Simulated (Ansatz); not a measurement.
`Cl[SiH2][S][GeH3]` + H₂ → `[SiH3]Cl` + `[SH][GeH3]` at 500 K and 1 bar (hydrogenolysis of the Si–S bond).

Calculated with Ansatz (gas phase, PBE0-D4/def2-TZVP geometries, no zero-point term in ΔE). CBS: MP2 limit from def2 TZ/QZ plus the TZ coupled-cluster correction, frozen cores. This one scheme is used for every species. For Ge outer-core shells are correlated without core-valence functions, which leaves a few kJ/mol of doubt a bond. Scalar relativity is left out up to krypton. One conformer a species, not always the lowest.

| species | CCSD(T)/CBS energy (Eh) | H − E (kJ/mol) | S (J/(mol·K)) |
| --- | --- | --- | --- |
| `Cl[SiH2][S][GeH3]` | -3225.84041 | 165.3 | 449.1 |
| H₂ | -1.17544 | 41.0 | 145.5 |
| `[SiH3]Cl` | -750.69636 | 92.3 | 281.7 |
| `[SH][GeH3]` | -2476.30083 | 114.8 | 326.3 |

H − E and S are ideal-gas, rigid-rotor, harmonic terms from PBE0-D4/def2-TZVP, for one conformer and one mirror image of each species. The MP2-based limit puts H₂ 0.8 mEh under its directly extrapolated value; such offsets cancel only in part. 1 Eh = 2625.50 kJ/mol, R = 8.31446 J/(mol·K).

Question: By hand: ΔE, ΔH, ΔS and ΔG.

Answer: ΔE = (-750.69636) + (-2476.30083) − (-3225.84041) − (-1.17544) = 0.01866 Eh = 49.0 kJ/mol. Δ(H − E) = 92.3 + 114.8 − 165.3 − 41.0 = 0.8, so ΔH = 49.8 kJ/mol. ΔS = 281.7 + 326.3 − 449.1 − 145.5 = 13.4 J/(mol·K). ΔG = 49.8 − 500 × (13.4)/1000 = 43.1 kJ/mol.

Question: By hand: the equilibrium constant, and the temperature at which ΔG would vanish if ΔH and ΔS stayed fixed.

Answer: log₁₀ K = −ΔG/(RT ln 10) = -4.5. ΔG = 0 at ΔH/ΔS = 3716 K, far beyond where these terms or the molecules hold.

The number of gas molecules stays the same, so ΔS is small and ΔH decides. A doubt of 5 kJ/mol in ΔE shifts log₁₀ K by 0.5 here. Other conformers and mirror images would add mixing entropy, several J/(mol·K) or more a flexible species. Modes under 60 cm⁻¹, often nearly free rotors, make the harmonic entropy too high. These are equilibria of isolated gas molecules and say nothing of rates. Largest T1 diagnostic: 0.011 (customary marks: 0.02 for closed shells, 0.045 for open ones).
